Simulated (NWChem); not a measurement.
System: InH$_{2}$OF; SMILES [OH][InH][F]

The following NWChem deck was run.

```
start job
memory heap 200 mb stack 900 mb global 1100 mb
geometry units angstroms noautosym nocenter noautoz
  In    -0.295273    -0.021967     0.000000
  H     -1.989494    -0.056283     0.000000
  F      0.774362    -1.670502     0.000000
  O      0.950169     1.522063     0.000000
  H      1.868436     1.224498     0.000000
end
basis spherical
  * library def2-svpd
end
ecp
  In library def2-ecp
end
dft
  xc hfexch
  iterations 150
end
property
  response 1 0.0
end
task dft property
```

NWChem printed, in part:

```
             Northwest Computational Chemistry Package (NWChem) 7.3.0
             --------------------------------------------------------

                             Geometry "geometry" -> ""
                             -------------------------

 Output coordinates in angstroms (scale by  1.889725989 to convert to a.u.)

  No.       Tag          Charge          X              Y              Z
 ---- ---------------- ---------- -------------- -------------- --------------
    1 In                  49.0000    -0.29527300    -0.02196700     0.00000000
    2 H                    1.0000    -1.98949400    -0.05628300     0.00000000
    3 F                    9.0000     0.77436200    -1.67050200     0.00000000
    4 O                    8.0000     0.95016900     1.52206300     0.00000000
    5 H                    1.0000     1.86843600     1.22449800     0.00000000

 Effective nuclear repulsion energy (a.u.)     269.7365178052

                                 NWChem DFT Module
                                 -----------------

 Summary of "ao basis" -> "ao basis" (spherical)
 ------------------------------------------------------------------------------
       Tag                 Description            Shells   Functions and Types
 ---------------- ------------------------------  ------  ---------------------
 In                        def2-svpd                12       32   5s4p3d
 H                         def2-svpd                 4        8   2s2p
 F                         def2-svpd                 9       23   4s3p2d
 O                         def2-svpd                 9       23   4s3p2d

            General Information
            -------------------
          SCF calculation type: DFT
          Wavefunction type:  closed shell.
          No. of atoms     :     5
          No. of electrons :    40
           Alpha electrons :    20
            Beta electrons :    20
          Charge           :     0
          Spin multiplicity:     1
          Use of symmetry is: off; symmetry adaption is: off
          Maximum number of iterations: 150
          AO basis - number of functions:    94
                     number of shells:    38
          Convergence on energy requested:  1.00D-06
          Convergence on density requested:  1.00D-05
          Convergence on gradient requested:  5.00D-04

              XC Information
              --------------
                     Hartree-Fock (Exact) Exchange  1.000

      Superposition of Atomic Density Guess
      -------------------------------------

 Sum of atomic energies:        -393.03879173

      Non-variational initial energy
      ------------------------------

 Total energy =    -364.257549
 1-e energy   =    -831.490795
 2-e energy   =     339.787484
 HOMO         =      -0.432750
 LUMO         =      -0.055011

   convergence    iter        energy       DeltaE   RMS-Dens  Diis-err
 ---------------- ----- ----------------- --------- --------- ---------
 d= 0,ls=0.0,diis     1   -364.4490609477 -4.92D+02  1.17D-02  1.10D+00
 d= 0,ls=0.0,diis     2   -364.5178829702 -6.88D-02  4.41D-03  6.53D-01
 d= 0,ls=0.0,diis     3   -364.5748650318 -5.70D-02  9.98D-04  2.89D-03
 d= 0,ls=0.0,diis     4   -364.5756370747 -7.72D-04  2.46D-04  3.00D-04
 d= 0,ls=0.0,diis     5   -364.5756870866 -5.00D-05  7.55D-05  6.50D-05
  Resetting Diis
 d= 0,ls=0.0,diis     6   -364.5756960162 -8.93D-06  3.16D-05  2.35D-06
 d= 0,ls=0.0,diis     7   -364.5756968356 -8.19D-07  5.72D-06  1.90D-07

         Total DFT energy =     -364.575696835611
      One electron energy =     -833.604741705400
           Coulomb energy =      376.508349278998
    Exchange-Corr. energy =      -34.925065908015
 Nuclear repulsion energy =      127.445761498806

 Numeric. integr. density =        0.000000000000

                       DFT Final Molecular Orbital Analysis
                       ------------------------------------

 Vector   18  Occ=2.000000D+00  E=-5.075601D-01
              MO Center= -9.1D-03,  3.6D-01, -7.4D-17, r^2= 3.8D+00
   Bfn.  Coefficient  Atom+Function         Bfn.  Coefficient  Atom+Function
  ----- ------------  ---------------      ----- ------------  ---------------
    69      0.371906  4 O  py                72      0.280604  4 O  py
     3     -0.275785  1 In s                 46     -0.246534  3 F  py
    33     -0.229682  2 H  s                  1      0.187896  1 In s
    49      0.186667  3 F  py                 4     -0.181839  1 In s
    45      0.168525  3 F  px                22      0.142082  1 In d  2

 Vector   19  Occ=2.000000D+00  E=-4.851318D-01
              MO Center=  9.3D-01,  1.4D+00, -7.0D-15, r^2= 8.6D-01
   Bfn.  Coefficient  Atom+Function         Bfn.  Coefficient  Atom+Function
  ----- ------------  ---------------      ----- ------------  ---------------
    70      0.599191  4 O  pz                73      0.462156  4 O  pz
    76      0.119971  4 O  pz                19     -0.081268  1 In d -1
    14      0.067408  1 In pz                21      0.056646  1 In d  1
    47      0.052513  3 F  pz                83     -0.039941  4 O  d -1
    50     -0.039698  3 F  pz                11     -0.026845  1 In pz

 Vector   20  Occ=2.000000D+00  E=-4.813734D-01
              MO Center= -3.4D-01,  5.6D-01,  6.6D-15, r^2= 3.5D+00
   Bfn.  Coefficient  Atom+Function         Bfn.  Coefficient  Atom+Function
  ----- ------------  ---------------      ----- ------------  ---------------
    69      0.384363  4 O  py                72      0.301340  4 O  py
    33      0.293039  2 H  s                 12     -0.271009  1 In px
    34      0.158561  2 H  s                 45     -0.135363  3 F  px
    68      0.130241  4 O  px                 3      0.121398  1 In s
    22     -0.111958  1 In d  2              67      0.099309  4 O  s

 Vector   21  Occ=0.000000D+00  E= 3.290344D-02
              MO Center= -7.7D-01, -3.6D-02,  6.2D-13, r^2= 5.8D+00
   Bfn.  Coefficient  Atom+Function         Bfn.  Coefficient  Atom+Function
  ----- ------------  ---------------      ----- ------------  ---------------
    17      0.975478  1 In pz                14      0.296473  1 In pz
    53     -0.153361  3 F  pz                76     -0.152687  4 O  pz
    31      0.138113  1 In d  1              70     -0.112570  4 O  pz
    73     -0.112148  4 O  pz                11     -0.105914  1 In pz
     8     -0.099761  1 In pz                47      0.090858  3 F  pz

 Vector   22  Occ=0.000000D+00  E= 3.668340D-02
              MO Center=  1.0D-01,  1.6D-01, -6.3D-13, r^2= 1.2D+01
   Bfn.  Coefficient  Atom+Function         Bfn.  Coefficient  Atom+Function
  ----- ------------  ---------------      ----- ------------  ---------------
     5      1.684008  1 In s                 67     -0.856603  4 O  s
     4     -0.514411  1 In s                 15      0.480217  1 In px
    16      0.304532  1 In py                 3      0.229040  1 In s
    38      0.176888  2 H  px                88      0.175208  5 H  s
    12      0.152085  1 In px                33     -0.148136  2 H  s

 Vector   23  Occ=0.000000D+00  E= 7.261048D-02
              MO Center= -1.9D+00,  3.1D-02,  2.7D-14, r^2= 9.7D+00
   Bfn.  Coefficient  Atom+Function         Bfn.  Coefficient  Atom+Function
  ----- ------------  ---------------      ----- ------------  ---------------
     4      3.247702  1 In s                  5     -2.018278  1 In s
    44     -0.767816  3 F  s                 74      0.545778  4 O  px
    88     -0.515662  5 H  s                 32     -0.482977  1 In d  2
    15      0.480190  1 In px                51      0.365674  3 F  px
    52     -0.343491  3 F  py                67      0.299590  4 O  s

     Multipole analysis of the density
     ---------------------------------

     L   x y z        total         alpha         beta         nuclear
     -   - - -        -----         -----         ----         -------
     0   0 0 0      0.000000    -20.000000    -20.000000     40.000000

     1   1 0 0     -0.796573     -8.192290     -8.192290     15.588008
     1   0 1 0      0.244948      2.154974      2.154974     -4.065001
     1   0 0 1     -0.000000     -0.000000     -0.000000      0.000000

     2   2 0 0    -24.848136    -51.526055    -51.526055     78.203973
     2   1 1 0      1.245026     -3.776430     -3.776430      8.797887
     2   1 0 1      0.000000      0.000000      0.000000      0.000000
     2   0 2 0    -33.984162    -97.629026    -97.629026    161.273890
     2   0 1 1     -0.000000     -0.000000     -0.000000      0.000000
     2   0 0 2    -22.417223    -11.208611    -11.208611      0.000000

 *** CALLING NEW AORESP DRIVER FOR CLOSED AND OPEN SHELLS ***
 Entering AOResponse driver routine

--------------------------------------------------------------------------------

          -----------------------------------------------
          Solving response equations for perturbing field
          -----------------------------------------------

 number of frequencies:     1
 frequency in a.u.:  0.0000000E+00
 Perturbing field: electric
 Using El. Dipole Length Gauge

 Setting up CPKS with frequency omega =      0.00000000 a.u.

 STATIC response

                                NWChem CPHF Module
                                ------------------

[...]

 DFT Linear Response polarizability / au
 Frequency  =       0.0000000 / au
              X              Y              Z
 -----------------------------------------------
 X      36.3452054      1.9409207      0.0000000
 Y       1.9409024     33.0815146     -0.0000000
 Z       0.0000000      0.0000000     27.2881240
 -----------------------------------------------
 Eigenvalues =      37.2491227     32.1775973     27.2881240
 Isotropic   =      32.2382813
 Anisotropic =       8.6269582
 -----------------------------------------------

 Magnetic Dipole Response Matrix (nonzero elements):

 Exiting AOResponse driver routine
```

Level: Hartree-Fock/def2-SVPD with def2 effective core potentials on In. The geometry was optimised at PBE0/def2-SVP. def2 effective core potentials on In; no spin-orbit coupling.
